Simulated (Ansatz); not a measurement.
Sn₃S₃. Charge 0, multiplicity 1. Geometry r2SCAN-D4/def2-SVP, basis def2-TZVP, Ansatz.

```xyz
6

Sn    1.8140   -0.8931    1.4466
Sn   -2.2905   -0.7440    0.5136
Sn    0.5208    1.4357   -1.8501
S    -0.2349   -2.0864    0.7710
S    -1.7751    1.1092   -1.0153
S     1.9656    1.1786    0.1342
```

```json
{"run": "A", "HOMO (eV)": "-6.65", "LUMO (eV)": "-2.90"}
{"run": "B", "HOMO (eV)": "-5.81", "LUMO (eV)": "-3.51"}
{"run": "C", "HOMO (eV)": "-6.05", "LUMO (eV)": "-3.50"}
{"run": "D", "HOMO (eV)": "-8.81", "LUMO (eV)": "-1.05"}
{"run": "E", "HOMO (eV)": "-8.41", "LUMO (eV)": "-0.28"}
```

In the def2 sets Sn takes a core potential; there is no spin–orbit coupling. LC-ωPBE has ω = 0.4 bohr⁻¹. Another isomer (singlet) lies 0.72 eV lower at PBE0-D4/def2-TZVP; other spin states weren't run for this one.

Task: The runs used HF, LC-ωPBE, PBE, PBE0, r2SCAN. Estimate which is which.

Result: A PBE0 (25 % exact exchange); B PBE (0 % exact exchange); C r2SCAN (0 % exact exchange); D LC-ωPBE (range-separated); E HF (100 % exact exchange). Exact exchange lowers occupied and raises empty levels; among semilocal functionals meta-GGAs tend to open the gap a little, and such runs are hard to tell apart. The gap grows from 2.31 eV (PBE) to 8.13 eV (HF).
